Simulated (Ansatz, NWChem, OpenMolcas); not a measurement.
Strength of the C–Si bond: C3H10Si → C3H7 + SiH3

Species: C3H10Si `CC(C)[SiH3]`, singlet; C3H7 (methylethyl) `C[CH]C`, doublet; SiH3 (silyl radical) `[SiH3]`, doublet. 

Shapes, held fixed at every level: PBE0-D4/def2-TZVP. Programs: Ansatz 0.2.0, NWChem 7.3.0, OpenMolcas 26.06. A level may come from different programs for different species; with the same settings they agree closely. The zero-point and thermal change to 298 K, harmonic and unscaled (PBE0-D4/def2-TZVP), is -16.9 kJ/mol.

**Question.** Estimate ΔH(298 K) of this reaction.

**Answer.** The highest level, CCSD(T)/CBS estimate, gives ΔH(298 K) = +343.9 kJ/mol; the levels span +224.2 to +350.8. The column of differences is taken from that level and isn't an error. Hartree–Fock misses the correlation of the pair that is broken and comes out low. No measured value is set beside it here. Open shells run unrestricted unless RO is named. The CBS estimate extrapolates MP2 from def2-TZVPP and def2-QZVPP and adds CCSD(T) − MP2 in the triple-zeta set, cores frozen.

```csv
level,kind,ΔH(298 K) (kJ/mol),less CCSD(T)/CBS estimate
HF/def2-SVP,Hartree–Fock,+224.2,-119.7
B3LYP/6-31G* (Cartesian functions),global hybrid,+303.0,-40.9
wB97X-V/def2-TZVPP,range-separated hybrid,+340.8,-3.1
B2PLYP/def2-TZVPP,double hybrid,+318.7,-25.2
MP2/def2-TZVPP,perturbation theory,+350.8,+6.9
CCSD(T)/def2-SVP,coupled cluster or CI,+321.0,-22.9
CCSD/def2-TZVPP,coupled cluster or CI,+323.9,-20.0
CCSD(T)/CBS estimate,coupled cluster or CI,+343.9,0.0
```
